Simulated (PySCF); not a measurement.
## Excitation energy of Mg by level of theory

Mg [Ne] 3s2 (1S) → Mg [Ne] 3s1 4s1, s spin flipped, as a difference of total energies. Computed with PySCF 2.14 in aug-cc-pCVTZ-DK with one added diffuse shell each of s, p, d, f type (9s8p6d4f, 91 functions), with scalar relativity by spin-free X2C-1e. Correlated levels: nothing frozen. The calculations carry no spin-orbit coupling.

```json
{"method": "UHF", "excitation energy (eV)": "0.000"}
{"method": "MP2 (all electrons)", "excitation energy (eV)": "0.000"}
{"method": "SCS-MP2 (all electrons)", "excitation energy (eV)": "0.000"}
```

The upper determinant mixes two multiplicities, so it lies between the two terms.

The promoted electron is Rydberg-like, and one or two diffuse shells describe it only roughly, which tends to raise the upper state.
